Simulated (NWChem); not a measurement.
Species: CH$_{5}$GaO$_{2}$; SMILES [CH3][Ga]([OH])[OH]

```xyz
9

Ga     0.0005     0.0017     0.0007
C      0.1350    -1.9416    -0.0003
H      0.6028    -2.2962    -0.9309
H     -0.8701    -2.3791     0.0777
H      0.7443    -2.2955     0.8444
O     -1.5887     0.8064    -0.0002
H     -1.5230     1.7671    -0.0042
O      1.3382     1.1914    -0.0006
H      2.2243     0.8180     0.0005
```
Atoms are numbered in this order, from 1.

Program: NWChem. Medium grid unless said otherwise, to which SCAN and Minnesota functionals are sensitive. All runs use the structure optimised with PBE0/def2-SVP. Hybrids' shares of exact exchange are those that their runs print; pure functionals count as 0. The functionals differ in more than this share.

| row | share of exact exchange | orbital gap (eV) |
|---|---|---|
| PBE/def2-SVP | 0.00 | 5.63 |
| TPSS/def2-SVP | 0.00 | 5.93 |
| B3LYP/def2-SVP | 0.20 | 7.58 |
| B3PW91/def2-SVP | 0.20 | 7.85 |
| r2SCAN0/def2-SVP | 0.25 | 8.84 |
| MPW1K/def2-SVP | 0.43 | withheld |

Task: Fit a straight line of the last column on the one before it, predict the withheld value, and compare with the run.

Result: 
1. Means of the 5 shown rows: x = 0.130, y = 7.166. Slope Σ(x − x̄)(y − ȳ)/Σ(x − x̄)² = 0.6381/0.05800 = 11.00; intercept 5.736.
2. The shown rows scatter about the line by 0.248 (root mean square); the largest residual is -0.36, at B3LYP/def2-SVP.
3. At x = 0.43 (MPW1K/def2-SVP; beyond the shown range) the line gives 10.47.
4. The run gives 10.18, -0.29 from the line, 1.2 times the scatter.
